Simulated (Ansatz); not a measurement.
The cluster MgBr₂ (the lowest singlet isomer of a short search) was relaxed with PBE-D4 (def2-TZVP) in Ansatz in these states: neutral quintet, neutral singlet, neutral triplet. The geometries follow in no particular order.

A:

Cartesian coordinates in Å:
```
Mg 1.0988 -0.0119 0.8797
Br -0.3013 -1.4145 -0.7690
Br -0.7975 1.4264 -0.1107
```

B:

```
atom   x (Å)   y (Å)   z (Å)
 Mg1   0.000   0.000   0.000
 Br2  -1.919   1.842  -1.645
 Br3   1.919  -1.843   1.645
```

C:

```xyz
3

Mg   -0.0074    0.0005    0.0053
Br   -1.3168   -0.7351   -1.7824
Br    1.3242    0.7346    1.7771
```

**Question.** Judge from the bond lengths which geometry belongs to which state (an estimate).

**Answer.** A is the neutral triplet (Mg1–Br3 2.578 Å, Mg1–Br2 2.578 Å); B is the neutral quintet (Mg1–Br3 3.128 Å, Mg1–Br2 3.128 Å); C is the neutral singlet (Mg1–Br3 2.335 Å, Mg1–Br2 2.335 Å).

At PBE0-D4/def2-TZVP a singlet lies 3.16 eV below the neutral triplet. At PBE0-D4/def2-TZVP a singlet lies 9.30 eV below the neutral quintet. In the triplet, Br2 and Br3 lie 2.96 Å apart (atoms count from 1), so these atoms are partly bonded to each other. These are the stationary points nearest to one start from a short search; other shapes may lie lower in each state.
